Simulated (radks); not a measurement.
Results of a calculation; reference values are marked as such.
All-electron atom: Kr I in [Kr] (the NIST ground configuration).

Code: a radial shooting solver on a logarithmic mesh with Libxc functionals. Model: Dirac Kohn-Sham, exchange-only PBE, spin-unpolarised, spherical densities, finite nucleus; Fermi nuclear charge, rms radius 4.1884 fm.

Energy parts (hartree):
part                   energy
total             -2788.69728
kinetic            2865.35588
electron-nucleus  -6741.20605
Hartree            1181.95080
exchange            -94.79792

Orbitals (lengths in bohr, moments of r in powers of bohr; r(90%) holds 90 % of the orbital's charge):
orbital  occ.  eigenvalue (hartree)  r(90%)      <r>  small-component weight
1s1/2       2             -520.1253  0.0742  0.04149                1.71e-02
2s1/2       2             -68.44716   0.284   0.1832                3.39e-03
2p1/2       2             -61.85595   0.257   0.1573                3.39e-03
2p3/2       4             -59.87717   0.263   0.1613                3.30e-03
3s1/2       2              -9.64885   0.789   0.5303                8.30e-04
3p1/2       2              -7.32242   0.814   0.5336                7.78e-04
3p3/2       4              -7.03141   0.830   0.5441                7.55e-04
3d3/2       4              -2.97701   0.908   0.5539                6.36e-04
3d5/2       6              -2.92915   0.914   0.5579                6.29e-04
4s1/2       2              -0.81058    2.34    1.573                1.31e-04
4p1/2       2              -0.32042    3.01    1.934                8.91e-05
4p3/2       4              -0.29719    3.10    1.986                8.48e-05

The highest occupied level is 4p3/2 at -8.087 eV. For comparison, the ionisation energy in NIST's Atomic Spectra Database is 14.000 eV (measured). In exact Kohn-Sham theory the highest level is minus the ionisation energy, but local and semilocal functionals leave it too shallow, through self-interaction and a potential that decays too fast; potentials with the right tail come closer. The density falls to 0.001 e/bohr^3 at r = 4.09 bohr. Summed over all electrons, <r^2> = 40.07 bohr^2, which gives a Langevin (diamagnetic) susceptibility term of -31.7 x 10^-6 cm^3/mol. The electron density at the nucleus is 4.941e+04 e/bohr^3.
